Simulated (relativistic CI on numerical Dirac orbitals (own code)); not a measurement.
# One change at a time: Sm¹⁷⁺

Base calculation: Dirac-Coulomb-Breit CI, separate exchange-only KLI orbitals for each configuration, model QED, unscaled Slater integrals.

Configurations in the expansion (outside the closed core [Ar] 3d10): 4s²4p⁶4d⁹, 4s²4p⁵4d¹⁰, 4s²4p⁶4d⁸4f, 4s4p⁶4d¹⁰, 4s²4p⁵4d⁹4f, 4s²4p⁶4d⁸5s, 4s²4p⁶4d⁸5p, 4s4p⁶4d⁹4f, 4s²4p⁶4d⁷4f5s, 4s²4p⁶4d⁸5d, 4s²4p⁶4d⁷5s5p, 4s²4p⁵4d⁹5s, 4s²4p⁶4d⁸5f, 4s²4p⁶4d⁸6s, 4s²4p⁶4d⁸6p, 4s²4p⁵4d⁹5p, 4s²4p⁶4d⁸5g, 4s²4p⁶4d⁸6d, 4s²4p⁶4d⁸6f, 4s²4p⁵4d⁹5d, 4s²4p⁶4d⁸7s, 4s4p⁶4d⁹5s, 4s²4p⁶4d⁸7p, 4s²4p⁶4d⁷5s², 4s²4p⁶4d⁶4f5s², 4s²4p⁵4d⁷4f5s², 4s²4p⁶4d⁶5s²5p, 4p⁶4d⁹4f², 4p⁵4d¹⁰4f², 4p⁶4d⁸4f³, 4p⁵4d⁹4f³, 4p⁶4d⁸4f²5s, 4p⁶4d⁸4f²5p. Double excitations out of closed p, d and f shells are left out; levels of such configurations are missing from the list, as are those of other unlisted configurations, and high levels can miss mixing partners. These lack a partner that the ground configuration has and come out too high: 4s²4p⁶4d⁸5d, 4s²4p⁵4d⁹5s, 4s²4p⁶4d⁸5f, 4s²4p⁶4d⁸6s, 4s²4p⁶4d⁸6p.

The lowest level and the first level of each name with at least 55 % of one term (blank where a level has no safe partner in the second run):

| Level | Base (cm⁻¹) | Shift (cm⁻¹) |
| --- | --- | --- |
| 4s²4p⁶4d⁹ ²D5/2 | 0 | 0 |
| 4s²4p⁶4d⁹ ²D3/2 | 44840 | -7 |
| 4s²4p⁵4d¹⁰ ²P°3/2 | 958473 | -464 |
| 4s²4p⁶4d⁸4f ⁴F°7/2 | 1049382 | -698 |
| 4s²4p⁶4d⁸4f ⁴F°9/2 | 1056696 | -694 |
| 4s²4p⁶4d⁸4f ²P°1/2 | 1064561 | -691 |
| 4s²4p⁶4d⁸4f ⁴I°15/2 | 1071134 | -687 |
| 4s²4p⁶4d⁸4f ⁴D°7/2 | 1072129 | -694 |
| 4s²4p⁶4d⁸4f ⁴F°3/2 | 1077476 | -691 |
| 4s²4p⁶4d⁸4f ⁴D°1/2 | 1090435 | -672 |
| 4s²4p⁶4d⁸4f ⁴P°1/2 | 1106339 | -690 |
| 4s²4p⁶4d⁸4f ⁴G°7/2 | 1106683 | -688 |
| 4s²4p⁶4d⁸4f ²K°13/2 | 1133018 | -687 |
| 4s²4p⁶4d⁸4f ²K°15/2 | 1137569 | -683 |

At this charge energies of transitions that change n are usually good to better than 1 %, and those within a shell (Δn = 0) to a few per cent.

Question: One thing was changed in a second run, which moved the levels as shown. Which?
A. configuration mixing switched off
B. Breit term removed
C. one mean potential for all configurations
D. QED terms removed

Answer: C. One mean potential for all configurations. One potential for all configurations removes the relaxation of the orbitals, which moves whole configurations and changes the integrals a little.

LS names give the leading component of a level, which can be under half, so a name can repeat, a term be missing and a line seem to break the LS rules.
